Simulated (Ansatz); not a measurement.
Calculated with Ansatz (gas phase, PBE0-D4/def2-TZVP geometries, no zero-point term in ΔE). CCSD(T)/CBS is the MP2 limit (def2-TZVPP, def2-QZVPP) plus CCSD(T) − MP2 in def2-TZVPP, frozen cores. This one scheme is used for every species. DFT in def2-TZVPP. B3LYP here is the variant with VWN-RPA as its local correlation; programs differ in this. HSE06 is defined as in plane-wave codes. One conformer a species, not always the lowest.

Consider the substitution at a C–Al bond: `C#[C][Al]([CH3])[C]#C` + `O[SiH2]F` → `C#CO[SiH2]F` + `C#[C][AlH][CH3]`.

Is it downhill or uphill in electronic energy at CCSD(T)/CBS, and by how much? (Best estimate.)

The calculation gave: Uphill: ΔE = +42.5 kcal/mol.

What do these levels give: PBE-D4, B3LYP-D4, HSE06-D4, PBE, r2SCAN, r2SCANh, MP2/def2-SVP, CCSD/def2-SVP, CCSD(T)/def2-SVP, CCSD(T)/def2-TZVPP, HF/def2-QZVPP, HF/CBS(def2)? (Estimate.)

Ansatz gave: PBE-D4 36.8, B3LYP-D4 38.3, HSE06-D4 37.7, PBE 36.8, r2SCAN 39.4, r2SCANh 39.4, MP2/def2-SVP 37.7, CCSD/def2-SVP 36.6, CCSD(T)/def2-SVP 36.5, CCSD(T)/def2-TZVPP 41.7, HF/def2-QZVPP 39.3, HF/CBS(def2) 39.3 kcal/mol.

Largest T1 diagnostic among the species: 0.013.

At CCSD(T), def2-SVP lies −6.0 kcal/mol from the extrapolated value and def2-TZVPP −0.7 kcal/mol. Leaving LDA and LC-ωPBE aside and taking each functional with its dispersion term where it has one, the values, not all of them listed here, spread over 3.6 kcal/mol, from PBE-D4 to B2PLYP. LDA lies −3.1 kcal/mol from PBE without D4. From BLYP to BHLYP (50 % exact exchange), in def2-TZVPP and without D4, ΔE moves by +1.1 kcal/mol.
